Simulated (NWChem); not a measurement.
System: CH₅ClOSi₂; SMILES [SiH2]1CO[Si@@H]1Cl

NWChem input:

```
start job
memory heap 200 mb stack 900 mb global 1100 mb
geometry units angstroms noautoz
  Cl     0.245405    -2.084429     0.483390
  Si    -0.083660    -0.372500    -0.665963
  O     -1.460835     0.476497    -0.216880
  C     -0.992758     1.696548     0.442554
  Si     0.914649     1.599106     0.074958
  H     -0.175271    -0.866819    -2.061102
  H     -1.506097     2.552447    -0.007542
  H     -1.253225     1.658778     1.506095
  H      1.825395     1.613628     1.250255
  H      1.388357     2.584522    -0.935160
end
basis spherical
  Cl library def2-svp
  Si library def2-svp
  O library def2-svp
  C library def2-svp
  H library def2-svp
end
dft
  xc xwpbe 0.80 cpbe96 1.0 hfexch 1.00
  cam 0.2 cam_alpha 0.2 cam_beta 0.8
  iterations 150
  mulliken
end
task dft energy
```

Parts of the log:

```
             Northwest Computational Chemistry Package (NWChem) 7.3.0
             --------------------------------------------------------

 C1  symmetry detected

                             Geometry "geometry" -> ""
                             -------------------------

 Output coordinates in angstroms (scale by  1.889725989 to convert to a.u.)

  No.       Tag          Charge          X              Y              Z
 ---- ---------------- ---------- -------------- -------------- --------------
    1 Cl                  17.0000     0.23997613    -2.16633927     0.32729992
    2 Si                  14.0000    -0.16402768    -0.38368120    -0.68210987
    3 O                    8.0000    -1.43480574     0.48671876    -0.01382142
    4 C                    6.0000    -0.83482642     1.65187327     0.63803246
    5 Si                  14.0000     1.00304231     1.50859629     0.01792481
    6 H                    1.0000    -0.45636304    -0.79741641    -2.07585299
    7 H                    1.0000    -1.36621853     2.54841654     0.30262370
    8 H                    1.0000    -0.95642493     1.56500125     1.72341541
    9 H                    1.0000     2.05840868     1.42716377     1.06222494
   10 H                    1.0000     1.38220333     2.53080159    -0.99554229

 Effective nuclear repulsion energy (a.u.)     351.5642909787

  pbe96 is a nonlocal functional; adding pw91lda local functional.

                                 NWChem DFT Module
                                 -----------------

 Summary of "ao basis" -> "ao basis" (spherical)
 ------------------------------------------------------------------------------
       Tag                 Description            Shells   Functions and Types
 ---------------- ------------------------------  ------  ---------------------
 Cl                         def2-svp                 8       18   4s3p1d
 Si                         def2-svp                 8       18   4s3p1d
 O                          def2-svp                 6       14   3s2p1d
 C                          def2-svp                 6       14   3s2p1d
 H                          def2-svp                 3        5   2s1p

            General Information
            -------------------
          SCF calculation type: DFT
          Wavefunction type:  closed shell.
          No. of atoms     :    10
          No. of electrons :    64
           Alpha electrons :    32
            Beta electrons :    32
          Charge           :     0
          Spin multiplicity:     1
          Use of symmetry is: off; symmetry adaption is: off
          Maximum number of iterations: 150
          AO basis - number of functions:   107
                     number of shells:    51
          Convergence on energy requested:  1.00D-06
          Convergence on density requested:  1.00D-05
          Convergence on gradient requested:  5.00D-04

              XC Information
              --------------
                     Hartree-Fock (Exact) Exchange  1.000
                     LC-wPBE(h)Exchange Functional  0.800
            Perdew 1991 LDA Correlation Functional  1.000 local
           PerdewBurkeErnz. Correlation Functional  1.000 non-local

           Range-Separation Parameters
           ---------------------------
           Alpha           :  0.20
           Beta            :  0.80
           Gamma           :  0.20
           Short-Range HF  :     F

             Grid Information
             ----------------
          Grid used for XC integration:  medium
          Radial quadrature: Mura-Knowles
          Angular quadrature: Lebedev.
          Tag              B.-S. Rad. Rad. Pts. Rad. Cut. Ang. Pts.
          ---              ---------- --------- --------- ---------
          Cl                  1.00       88          12.0       590
          Si                  1.10       88          10.0       590
          O                   0.60       49          10.0       434
          C                   0.70       49          10.0       434
          H                   0.35       45          12.0       434
          Grid pruning is: on
          Number of quadrature shells:   587
          Spatial weights used:  Erf1

      Superposition of Atomic Density Guess
      -------------------------------------

 Sum of atomic energies:       -1151.61296731

      Non-variational initial energy
      ------------------------------

 Total energy =   -1153.503516
 1-e energy   =   -2292.644859
 2-e energy   =     787.577052
 HOMO         =      -0.281070
 LUMO         =       0.043618

     ---------------------------------------------
      Total Density - Mulliken Population Analysis
     ---------------------------------------------

    Atom       Charge   Shell Charges
 -----------   ------   -------------------------------------------------------
    1 Cl  17    17.43   2.00  1.99  1.22  0.72  5.94  2.16  3.38  0.01
    2 Si  14    13.03   2.00  1.99  0.98  0.22  5.93  0.91  0.77  0.23
    3 O    8     8.84   1.99  1.11  0.71  3.04  1.98  0.01
    4 C    6     6.01   1.99  0.94  0.28  1.81  0.94  0.04
    5 Si  14    13.70   2.00  1.99  1.04  0.29  5.94  1.14  1.19  0.11
    6 H    1     1.09   0.70  0.38  0.01
    7 H    1     0.90   0.68  0.20  0.02
    8 H    1     0.90   0.68  0.20  0.02
    9 H    1     1.05   0.69  0.35  0.01
   10 H    1     1.05   0.69  0.35  0.01

   convergence    iter        energy       DeltaE   RMS-Dens  Diis-err
 ---------------- ----- ----------------- --------- --------- ---------
 d= 0,ls=0.0,diis     1  -1154.5817379104 -1.51D+03  1.01D-02  6.84D-01
 d= 0,ls=0.0,diis     2  -1154.5977829216 -1.60D-02  4.88D-03  6.89D-01
 d= 0,ls=0.0,diis     3  -1154.6633382377 -6.56D-02  1.12D-03  2.62D-02
 d= 0,ls=0.0,diis     4  -1154.6656398965 -2.30D-03  4.08D-04  2.41D-03
 d= 0,ls=0.0,diis     5  -1154.6659636015 -3.24D-04  9.67D-05  3.38D-05
  Resetting Diis
 d= 0,ls=0.0,diis     6  -1154.6659717941 -8.19D-06  2.67D-05  3.66D-06
 d= 0,ls=0.0,diis     7  -1154.6659725118 -7.18D-07  9.66D-06  4.67D-07

         Total DFT energy =    -1154.665972511835
      One electron energy =    -2295.816617648470
           Coulomb energy =      875.095905792237
    Exchange-Corr. energy =      -85.509551634257
 Nuclear repulsion energy =      351.564290978654

 Numeric. integr. density =       63.999996668877

                       DFT Final Molecular Orbital Analysis
                       ------------------------------------

 Vector   30  Occ=2.000000D+00  E=-3.820045D-01
              MO Center= -8.1D-01,  5.4D-01,  1.8D-01, r^2= 3.6D+00
   Bfn.  Coefficient  Atom+Function         Bfn.  Coefficient  Atom+Function
  ----- ------------  ---------------      ----- ------------  ---------------
    40      0.311236   3 O  px               42      0.284830   3 O  pz
    43      0.232717   3 O  px               54     -0.225084   4 C  px
    45      0.218975   3 O  pz               88      0.213858   7 H  s
    12     -0.199401   1 Cl py               41     -0.196388   3 O  py
    11      0.152127   1 Cl px                9     -0.142191   1 Cl py

 Vector   31  Occ=2.000000D+00  E=-3.731861D-01
              MO Center= -7.5D-01,  8.4D-01,  1.7D-01, r^2= 3.0D+00
   Bfn.  Coefficient  Atom+Function         Bfn.  Coefficient  Atom+Function
  ----- ------------  ---------------      ----- ------------  ---------------
    42      0.328645   3 O  pz               40     -0.280494   3 O  px
    45      0.243222   3 O  pz               43     -0.218260   3 O  px
    54      0.211054   4 C  px               93     -0.198654   8 H  s
    41     -0.192835   3 O  py               72     -0.181635   5 Si px
    44     -0.159692   3 O  py               56     -0.155177   4 C  pz

 Vector   32  Occ=2.000000D+00  E=-3.525508D-01
              MO Center=  3.3D-01,  1.7D-02, -2.7D-01, r^2= 4.2D+00
   Bfn.  Coefficient  Atom+Function         Bfn.  Coefficient  Atom+Function
  ----- ------------  ---------------      ----- ------------  ---------------
    73      0.245845   5 Si py               12      0.232029   1 Cl py
    11      0.230234   1 Cl px               76      0.214401   5 Si py
    83      0.178063   6 H  s                26     -0.172526   2 Si px
     8      0.159409   1 Cl px               27     -0.158384   2 Si py
     9      0.155894   1 Cl py               84      0.156560   6 H  s

 Vector   33  Occ=0.000000D+00  E= 5.133350D-02
              MO Center=  5.8D-01,  7.4D-01, -2.9D-01, r^2= 5.1D+00
   Bfn.  Coefficient  Atom+Function         Bfn.  Coefficient  Atom+Function
  ----- ------------  ---------------      ----- ------------  ---------------
    76      0.849255   5 Si py               22      0.692392   2 Si s
    29      0.672020   2 Si px               53     -0.504015   4 C  s
    77      0.347856   5 Si pz               30      0.321704   2 Si py
    21      0.306053   2 Si s                84     -0.298485   6 H  s
    39      0.265567   3 O  s                26      0.226007   2 Si px

 Vector   34  Occ=0.000000D+00  E= 5.545262D-02
              MO Center=  4.3D-01,  5.6D-01, -2.6D-01, r^2= 4.3D+00
   Bfn.  Coefficient  Atom+Function         Bfn.  Coefficient  Atom+Function
  ----- ------------  ---------------      ----- ------------  ---------------
    77      0.759297   5 Si pz              104      0.624872  10 H  s
    99     -0.577683   9 H  s                31      0.431388   2 Si pz
    12     -0.332399   1 Cl py               30     -0.332850   2 Si py
     4     -0.270324   1 Cl s                76     -0.258409   5 Si py
    21      0.219293   2 Si s                84      0.215524   6 H  s

 Vector   35  Occ=0.000000D+00  E= 6.837745D-02
              MO Center=  4.9D-01,  6.8D-01, -3.0D-01, r^2= 4.9D+00
   Bfn.  Coefficient  Atom+Function         Bfn.  Coefficient  Atom+Function
  ----- ------------  ---------------      ----- ------------  ---------------
    53      1.079218   4 C  s                75      0.934896   5 Si px
    29      0.497395   2 Si px               39      0.426978   3 O  s
    57      0.399676   4 C  px               99     -0.379432   9 H  s
    30     -0.372742   2 Si py              104     -0.296957  10 H  s
    89     -0.287557   7 H  s                94     -0.275811   8 H  s

     ---------------------------------------------
      Total Density - Mulliken Population Analysis
     ---------------------------------------------

    Atom       Charge   Shell Charges
 -----------   ------   -------------------------------------------------------
    1 Cl  17    17.27   2.00  1.98  1.24  0.72  5.93  2.15  3.23  0.02
    2 Si  14    13.43   2.00  1.98  1.05  0.13  5.93  1.21  0.79  0.35
    3 O    8     8.48   1.99  1.08  0.73  2.84  1.83  0.01
    4 C    6     6.04   1.99  0.90  0.25  2.02  0.84  0.05
    5 Si  14    13.81   2.00  1.98  1.05  0.26  5.93  1.34  1.09  0.16
    6 H    1     1.06   0.73  0.32  0.01
    7 H    1     0.92   0.74  0.16  0.02
    8 H    1     0.92   0.74  0.16  0.02
    9 H    1     1.03   0.72  0.30  0.01
   10 H    1     1.03   0.72  0.30  0.01

     -------------------------------------------
      Total Density - Lowdin Population Analysis
     -------------------------------------------

    Atom       Charge   Shell Charges
 -----------   ------   -------------------------------------------------------
    1 Cl  17    17.09   2.00  1.96  1.04  0.81  5.82  2.27  3.18  0.02
    2 Si  14    13.67   2.00  1.93  0.69  0.37  5.81  1.23  1.09  0.54
    3 O    8     8.29   1.97  0.92  0.62  2.71  2.04  0.02
    4 C    6     6.08   1.96  0.60  0.34  1.83  1.24  0.10
    5 Si  14    13.69   2.00  1.94  0.69  0.37  5.82  1.36  1.29  0.24
    6 H    1     1.09   0.64  0.42  0.03
    7 H    1     0.97   0.64  0.26  0.07
    8 H    1     0.97   0.64  0.26  0.07
    9 H    1     1.07   0.63  0.42  0.03
   10 H    1     1.08   0.63  0.42  0.03

     Multipole analysis of the density
     ---------------------------------

     L   x y z        total         alpha         beta         nuclear
     -   - - -        -----         -----         ----         -------
     0   0 0 0     -0.000000    -32.000000    -32.000000     64.000000

     1   1 0 0      0.455215      0.227607      0.227607     -0.000000
     1   0 1 0      0.881642      0.440821      0.440821      0.000000
     1   0 0 1     -0.101913     -0.050956     -0.050956     -0.000000

     2   2 0 0    -40.135111   -100.825466   -100.825466    161.515821
     2   1 1 0      0.102588     -2.070166     -2.070166      4.242920
     2   1 0 1     -0.490900      0.089968      0.089968     -0.670836
     2   0 2 0    -38.154274   -286.894516   -286.894516    535.634759
     2   0 1 1      1.378771     -3.558098     -3.558098      8.494967
     2   0 0 2    -37.342530    -54.870851    -54.870851     72.399172
```

Level: LRC-wPBEh/def2-SVP. Geometry: optimised at B3LYP/6-31G* (spherical d).
